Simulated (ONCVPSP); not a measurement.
# zirconium: excitation energies, all-electron against ONCV

* Element: Zr
* Generator: ONCVPSP 4.0.1
* Type: optimised norm-conserving Vanderbilt (ONCV)
* Functional: LDA (Perdew-Wang 92)
* Relativity: scalar-relativistic
* Frozen core: [Ar] 3d10
* Valence charge: 12
* Reference configuration: 4s2 4p6 4d3 5s1
* Partial waves: 4s+5s: rc 2.40 bohr, ncon 5, nbas 9, qcut 4.9 1/bohr, 2 projectors; 4p: rc 2.25 bohr, ncon 3, nbas 6, qcut 7.4 1/bohr, 1 projector; 4d: rc 3.20 bohr, ncon 4, nbas 9, qcut 4.6 1/bohr, 1 projector
* Local potential: polynomial inside 2.00 bohr (lpopt 5, dvloc0 6 Ha)
* Core correction: Teter function, fcfact 2, rcfact 1.75

Energies are relative to the spin-unpolarised reference configuration 4s2 4p6 4d3 5s1; without spin polarisation the order of configurations can differ from experiment.

```
valence configuration  charge  ΔE all-electron (eV)  error AE − PS (meV)
      4s2 4p6 4d2 5s2       0                -1.221                  +21
      4s2 4p6 4d2 5s1      +1                 6.124                  +13
```

Problem. What are ΔE and the potential's error for 4s2 4p6 4d2 5s0 5p2?

Solution. ΔE = 5.170 eV all-electron; the error (AE − PS) is -254 meV.

Problem. What are ΔE and the potential's error for 4s2 4p6 4d2 5s0?

Solution. ΔE = 19.359 eV all-electron; the error (AE − PS) is -5.9 meV.

Levels in the configuration 4s2 4p6 4d2 5s0:

| level | all-electron (eV) | pseudo (eV) |
| --- | --- | --- |
| 4s | -69.109 | -69.165 |
| 4p | -47.058 | -47.096 |
| 4d | -17.511 | -17.474 |
